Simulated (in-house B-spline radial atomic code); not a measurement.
Values are calculated unless marked as measured or tabulated.
## Te in an electron gas of r_s = 1.5: phase shifts, screening and friction

A nucleus sits in a uniform electron gas with a rigid positive background. The Kohn-Sham equations are solved self-consistently in the spin-unpolarised LDA (PW92), non-relativistic, on B-splines with outgoing waves at the boundary and partial waves to l = 8. The model has no lattice, no bands and no magnetic solution. Atomic units; δ_l are the phase shifts at the Fermi level, counted so that each bound state adds π, and good to about 0.0005.

The density parameter is r_s = 1.5 bohr.

```
l  δ_l (rad)
0    12.7323
1    10.3134
2     6.8281
3     0.4396
4     0.0607
5     0.0153
6     0.0043
7     0.0013
8     0.0005
```

Bound levels below the band bottom (hartree): d -20.26, s -5.032, p -3.563, d -1.086, s -0.1349 and deeper ones.

(1) Check the Friedel sum rule, and say where the screening charge sits.

(2) Find the transport cross section and the electronic stopping of a 10 keV Te ion (mass 127.6 u).

Results:

(1) k_F = (9π/4)^(1/3)/r_s = 1.27944. The rule is Z = (2/π) Σ (2l + 1) δ_l. The terms are s 8.106, p 19.697, d 21.735, f 1.959 and 0.508 beyond, in all 52.005 against Z = 52. Bound states hold 10 s, 18 p, 20 d electrons, so the scattering states carry 4.00 in all; where a term is smaller than its bound count, the bound level has drawn weight out of the band.

(2) σ_tr = (4π/k_F²) Σ (l + 1) sin²(δ_l − δ_(l+1)). The terms for l = 0 to 3 are 0.4375, 0.2271, 0.0332, 0.5473, all together 1.2561, so σ_tr = 7.677 × 1.2561 = 9.643 bohr². With n = 3/(4π r_s³) = 0.07074, the friction coefficient is Q = n k_F σ_tr = 0.8727. For v well below v_F = 1.279, dE/dx = Q v; with 24801 eV per u at v = 1, v = √(10000/(24801 × 127.6)) = 0.0562, so dE/dx = 0.04906 hartree/bohr = 25.2 eV/nm. The largest term couples the f and g waves.
